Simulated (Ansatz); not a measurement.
Consider the atomization: `Br[SiH]1[CH2][GaH]1` → Br• + C• + Ga• + 4 H• + Si•.

Program: Ansatz. Geometries: PBE0-D4/def2-TZVP. ΔE: electronic, gas phase. CCSD(T)/CBS adds triple-zeta CCSD(T) − MP2 to the extrapolated MP2 energy (def2 sets, frozen cores). This one scheme is used for every species, atoms too. Functionals use def2-TZVPP. HSE06 is defined as in plane-wave codes. Open shells (•) are unrestricted, without spin–orbit coupling. Spin–orbit coupling would lower the free atoms: a little for C, Si; clearly for Br, Ga. Bonds to Br, Ga are less sure, by a few kJ/mol each and by 10 to 20 or more in all where they break to atoms, as the def2 sets lack core-valence functions. Scalar relativity is left out up to krypton.

```
              species  HSE06 energy (Eh)
`Br[SiH]1[CH2][GaH]1`        -4828.30510
                  Br•        -2573.81629
                   C•          -37.80300
                  Ga•        -1924.55173
                   H•           -0.50075
                  Si•         -289.24299
```

Question: Work out ΔE.

Answer: ΔE = 4 × (-0.50075) + (-2573.81629) + (-37.80300) + (-1924.55173) + (-289.24299) − (-4828.30510) = 0.88809 Eh = +2331.7 kJ/mol. CCSD(T)/CBS gives +2354.3 kJ/mol.

Largest T1 diagnostic among the species: 0.013.

From BLYP to BHLYP (50 % exact exchange), in def2-TZVPP and without D4, ΔE moves by −7.1 kJ/mol: exact exchange takes away binding that semilocal exchange gives to molecules. The D4 term adds +36.4 kJ/mol with B3LYP and +18.8 kJ/mol with PBE0; it sums over pairs of atoms, weighted by their polarisabilities, and B3LYP, whose exchange is more repulsive, gets the larger term. In def2-TZVPP, CCSD(T) changes the Hartree–Fock value by +609.3 kJ/mol (the triples alone add +42.0 kJ/mol) and MP2 by +643.2 kJ/mol; breaking electron pairs costs correlation energy, which Hartree–Fock lacks.

B3LYP here is the variant with VWN-RPA as its local correlation; programs differ in this.

For atomizations the MP2-based limit and the directly extrapolated one differ by several kJ/mol either way, and by 10 to 25 for some Ge, Se and Sn compounds, so smaller differences from it don't rank the levels.
